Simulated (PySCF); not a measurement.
PySCF input file for CH4N, SMILES [CH2]N, multiplicity 2, PBE-D3(BJ)/def2-TZVP. Geometry: PBE-D3(BJ)/def2-TZVP. The isomer is the one that the SMILES or the coordinates give; other isomers of the formula were not compared.

```python
import numpy as np
from pyscf import gto, scf, dft, df
from pyscf.hessian import thermo

mol = gto.M(
    atom='''
    C    -0.72830901   -0.08040387   -0.00000000
    N     0.65586497    0.09769314    0.00000000
    H    -1.24626020    0.11988505   -0.93636861
    H    -1.24626020    0.11988505    0.93636861
    H     1.13565985   -0.22059942    0.83870314
    H     1.13565986   -0.22059943   -0.83870315
    ''',
    basis='def2-TZVP',
    charge=0,
    spin=1,
    max_memory=1600,
    verbose=3,
)
mf = dft.UKS(mol, xc='pbe').density_fit(auxbasis='def2-universal-jkfit')
mf.disp = 'd3bj'
mf.grids.level = 3
mf.conv_tol = 1e-11
mf.max_cycle = 100
mf.kernel()
fine, coarse = mf.grids, dft.Grids(mol).set(level=1).build(with_non0tab=True)
for _ in range(3):  # follow internal instabilities
    mf.grids = coarse
    mo, _, stable, _ = mf.stability(return_status=True, nroots=4)
    mf.grids = fine
    if stable:
        break
    mf.kernel(mf.make_rdm1(mo, mf.mo_occ))

# [left out here: the lines that compute and print the analytic Hessian (its translational invariance restored by hand, since the grid's response is missing), thermochemistry and intensities]
```

Program output:

```

WARN: HOMO -0.156279050703866 >= LUMO -0.156279050703869

converged SCF energy = -95.1166887543986  <S^2> = 0.75279787  2S+1 = 2.0027959
<class 'pyscf.df.df_jk.DFUKS'> wavefunction is stable in the internal stability analysis

WARN: DFTD3 does not support analytical Hessian, using finite difference


WARN: Mole.unit (angstrom) is changed to Bohr

Mode                                 0                   1                   2
Irrep
Freq [cm^-1]                      438.3133            576.5675            674.6350
Reduced mass [au]                   1.0242              1.2156              1.3520
Force const [Dyne/A]                0.1159              0.2381              0.3625
Char temp [K]                     630.6352            829.5522            970.6496
Normal mode                   x     y     z       x     y     z       x     y     z
       0   C                -0.00  0.00  0.02    0.01  0.12  0.00   -0.00 -0.07  0.00
       1   N                -0.00 -0.00  0.03    0.02  0.01 -0.00    0.03  0.12  0.00
       2   H                 0.09 -0.45 -0.13   -0.10 -0.59 -0.07    0.00  0.14  0.03
       3   H                -0.09  0.45 -0.13   -0.10 -0.59  0.07    0.00  0.14 -0.03
       4   H                 0.10 -0.46 -0.19   -0.07 -0.20 -0.02   -0.20 -0.54 -0.08
       5   H                -0.10  0.46 -0.19   -0.07 -0.20  0.02   -0.20 -0.54  0.08
Mode                                 3                   4                   5
Irrep
Freq [cm^-1]                      913.0956           1209.1806           1284.4738
Reduced mass [au]                   1.0308              3.2632              1.3630
Force const [Dyne/A]                0.5064              2.8111              1.3250
Char temp [K]                    1313.7412           1739.7416           1848.0718
Normal mode                   x     y     z       x     y     z       x     y     z
       0   C                -0.00  0.00 -0.04    0.18  0.02 -0.00   -0.00  0.00  0.11
       1   N                -0.00 -0.00 -0.01   -0.16 -0.01 -0.00   -0.00 -0.00 -0.10
       2   H                -0.45 -0.15  0.18    0.28 -0.02 -0.05    0.37  0.06 -0.08
       3   H                 0.45  0.15  0.18    0.28 -0.02  0.05   -0.37 -0.06 -0.08
       4   H                -0.41 -0.17  0.16   -0.20 -0.03  0.01   -0.43 -0.12  0.10
       5   H                 0.41  0.17  0.16   -0.20 -0.03 -0.01    0.43  0.12  0.10
Mode                                 6                   7                   8
Irrep
Freq [cm^-1]                     1430.0734           1598.4052           3084.8661
Reduced mass [au]                   1.2065              1.1263              1.0491
Force const [Dyne/A]                1.4538              1.6954              5.8824
Char temp [K]                    2057.5572           2299.7492           4438.4354
Normal mode                   x     y     z       x     y     z       x     y     z
       0   C                -0.12 -0.00 -0.00   -0.02 -0.01  0.00   -0.06  0.02  0.00
       1   N                 0.02  0.01  0.00    0.09 -0.01 -0.00    0.00  0.00 -0.00
       2   H                 0.51 -0.06 -0.36    0.06 -0.00 -0.05    0.32 -0.11  0.60
       3   H                 0.51 -0.06  0.36    0.06 -0.00  0.05    0.32 -0.11 -0.60
       4   H                 0.10 -0.02 -0.05   -0.51  0.16  0.38   -0.01  0.00 -0.01
       5   H                 0.10 -0.02  0.05   -0.51  0.16 -0.38   -0.01  0.00  0.01
Mode                                 9                  10                  11
Irrep
Freq [cm^-1]                     3194.2796           3443.4154           3545.8131
Reduced mass [au]                   1.1213              1.0464              1.0982
Force const [Dyne/A]                6.7406              7.3102              8.1354
Char temp [K]                    4595.8572           4954.3080           5101.6356
Normal mode                   x     y     z       x     y     z       x     y     z
       0   C                 0.00 -0.00 -0.10    0.00  0.00 -0.00   -0.00  0.00  0.00
       1   N                -0.00 -0.00  0.00   -0.05  0.03 -0.00   -0.00  0.00  0.08
       2   H                 0.32 -0.12  0.57    0.00 -0.00  0.01   -0.01  0.00 -0.02
       3   H                -0.32  0.12  0.57    0.00 -0.00 -0.01    0.01 -0.00 -0.02
       4   H                -0.01  0.01 -0.02    0.32 -0.19  0.58   -0.32  0.21 -0.55
       5   H                 0.01 -0.01 -0.02    0.32 -0.19 -0.58    0.32 -0.21 -0.55
temperature 298.1500 [K]
pressure 101325.00 [Pa]
Rotational constants [GHz] 144.91171 27.37242 23.67450
Symmetry number 1
Zero-point energy (ZPE) 0.04874 [Eh]   127959.264 [J/mol]
                           tot       elec      trans        rot        vib
Entropy [J/mol/K]       243.403      5.763    151.185     78.562      7.892
Cv [J/mol/K]             43.073      0.000     12.472     12.472     18.129
Cp [J/mol/K]             51.387      0.000     20.786     12.472     18.129
Internal energy [J/mol]                      3718.434   3718.434 129691.583
Internal energy [Eh]   -95.06446  -95.11669
Enthalpy [J/mol]                             6197.391   3718.434 129691.583
Enthalpy [Eh]          -95.06352
Gibbs free energy [J/mol]                  -38878.498 -19704.722 127338.441
Gibbs free energy [Eh] -95.09116
mode   freq/cm-1   IR/(km/mol)
   1      438.31        33.297
   2      576.57       151.691
   3      674.63       143.081
   4      913.10         0.006
   5     1209.18        19.009
   6     1284.47         2.467
   7     1430.07         2.285
   8     1598.41        31.100
   9     3084.87        13.485
  10     3194.28        12.944
  11     3443.42         2.413
  12     3545.81        10.122
max |gradient| / (hartree/bohr): 4.011267495664549e-05
APT charges: [ 0.038  -0.4426  0.0306  0.0306  0.1717  0.1717]
```

The calculation finished and met its thresholds.
